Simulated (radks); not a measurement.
Species: the carbon ion C3+. Configuration: [He] 2p1 (not the ground configuration). Method: non-relativistic Kohn-Sham, r2SCAN, spin-polarised, spherical densities, point nucleus; open shells are filled with parallel spins first; meta-GGA in the generalised Kohn-Sham scheme; computed with a radial shooting solver on a logarithmic mesh with Libxc functionals.

Normalised radial functions P(r) = r R(r), r in bohr:

r	1s up	1s down	2s up
0.01679	0.4208	0.4222	0.1170
0.02257	0.5466	0.5483	0.1518
0.03035	0.7015	0.7037	0.1945
0.04113	0.8915	0.8943	0.2465
0.05529	1.1018	1.1052	0.3030
0.07434	1.3234	1.3274	0.3602
0.09995	1.5303	1.5348	0.4081
0.1355	1.6857	1.6904	0.4306
0.1821	1.7312	1.7354	0.4033
0.2448	1.6282	1.6309	0.3013
0.3292	1.3641	1.3641	0.1060
0.4461	0.9704	0.9666	-0.1873
0.5998	0.5665	0.5612	-0.5245
0.8064	0.2533	0.2479	-0.8142
1.084	0.0805	0.0762	-0.9331
1.458	0.0162	0.0144	-0.8101
1.976	0.0016	0.0013	-0.5021
2.656	0.0001	0.0001	-0.2096
3.571	0.0000	0.0000	-0.0522

1s up: eigenvalue -334.67 eV, 0 radial nodes, <r> = 0.269 bohr, 90 % of the charge inside 0.483 bohr. 1s down: eigenvalue -333.66 eV, 0 radial nodes, <r> = 0.268 bohr, 90 % of the charge inside 0.480 bohr. 2s up (empty): eigenvalue -56.770 eV, 1 radial node at r = 0.371 bohr, <r> = 1.28 bohr, 90 % of the charge inside 1.97 bohr.
